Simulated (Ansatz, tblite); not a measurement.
Cost and result up the ladder for Sn21AsH32⁻ (54 atoms). The state is a singlet with charge -1. Geometry: r2SCAN-D4/def2-SVP.

Cartesian coordinates in Å:
```
Sn 1.9732 -4.6314 -2.0575
Sn 5.0625 1.3434 0.6761
Sn 1.6653 4.0849 -1.3770
Sn -1.6699 -2.6136 -3.6403
Sn -1.7320 1.7397 -3.2253
As 1.3593 -0.3082 -1.3807
Sn 0.2724 -2.4063 1.5646
Sn 0.8012 1.1996 2.3359
Sn -2.0589 -1.0813 0.6828
Sn -2.1419 3.8283 0.7252
Sn -3.0371 1.1119 4.8066
Sn 3.9912 -0.3834 -1.2642
Sn 1.0839 -2.2190 -3.1810
Sn 0.6010 -4.9424 0.3648
Sn 1.0512 1.8095 -2.9167
Sn 3.5491 1.4916 3.0496
Sn 0.6164 3.8274 1.2300
Sn -2.5646 -0.3068 -4.9401
Sn -3.1586 -2.8297 -1.2546
Sn -2.6478 1.3851 -0.5834
Sn -0.3506 1.9873 4.8431
Sn -3.6192 -1.0045 3.0380
H 1.5983 -5.9132 -3.1560
H 3.6779 -4.6968 -1.8219
H 6.6884 0.7734 0.8699
H 5.2346 2.8652 -0.1209
H 0.9991 5.4222 -2.2543
H 3.3733 4.3328 -1.4175
H -1.8618 -4.0094 -4.6518
H -2.3297 3.2750 -3.7639
H 1.8382 -1.7218 1.3906
H 0.0305 -2.6550 3.2618
H -2.8323 5.0277 -0.3148
H -3.0925 3.8581 2.1668
H -4.1471 2.3576 4.3553
H -3.6244 0.5563 6.3414
H 4.6516 -0.1414 -2.8467
H 4.3430 -2.0275 -0.8607
H 1.8870 -1.8525 -4.6730
H 1.5091 -6.0006 1.3872
H -0.8724 -5.7738 0.0352
H 1.9322 1.6691 -4.4016
H 4.1841 2.9116 3.8233
H 4.2070 0.1871 3.9878
H 1.0023 5.3336 2.0097
H -1.8652 -0.1318 -6.5106
H -4.2757 -0.2909 -5.1760
H -4.7700 -2.3713 -1.6856
H -3.2588 -4.4937 -0.8034
H -4.3670 1.1396 -0.7133
H 0.2790 1.1376 6.2219
H -0.4723 3.6306 5.3956
H -3.4222 -2.5243 3.8407
H -5.2902 -0.9551 2.5890
```

Ansatz on 11 threads of AMD EPYC 7R13 on a shared host and a whole NVIDIA H100 80GB HBM3; xTB runs through tblite on one thread. Times are rough, summed over both states, and most runs start from the orbitals of an earlier one. PBE0-D4/def2-TZVP serves as the yardstick here, not as an exact answer. The other state is a doublet.

In the def2 sets Sn takes a core potential; there is no spin–orbit coupling. The xTB rows come from tblite. Single mean-field runs in def2-TZVP are fitted with def2-universal-jkfit.

Raw xTB energies of ions are shifted by several eV.

```json
{"level": "PBE-D4/def2-TZVP (with forces)", "functions": "1290", "vertical IE (eV)": "4.20", "difference from PBE0-D4/def2-TZVP (eV)": "-0.09"}
{"level": "GFN2-xTB", "functions": "230", "vertical IE (eV)": "9.60", "difference from PBE0-D4/def2-TZVP (eV)": "5.31"}
{"level": "r2SCAN-D4/def2-TZVP", "functions": "1290", "vertical IE (eV)": "4.21", "difference from PBE0-D4/def2-TZVP (eV)": "-0.08"}
{"level": "PBE0-D4/def2-TZVP", "functions": "1290", "vertical IE (eV)": "4.29", "difference from PBE0-D4/def2-TZVP (eV)": "0.00"}
{"level": "GFN1-xTB", "functions": "262", "vertical IE (eV)": "9.12", "difference from PBE0-D4/def2-TZVP (eV)": "4.82"}
```

Q: Estimate how long each takes.

A: GFN1-xTB 1.1 s; GFN2-xTB 2.4 s; PBE-D4/def2-TZVP (with forces) 26 s; r2SCAN-D4/def2-TZVP 26 s; PBE0-D4/def2-TZVP 40 s. On shared hardware such times vary by a factor of up to 3.
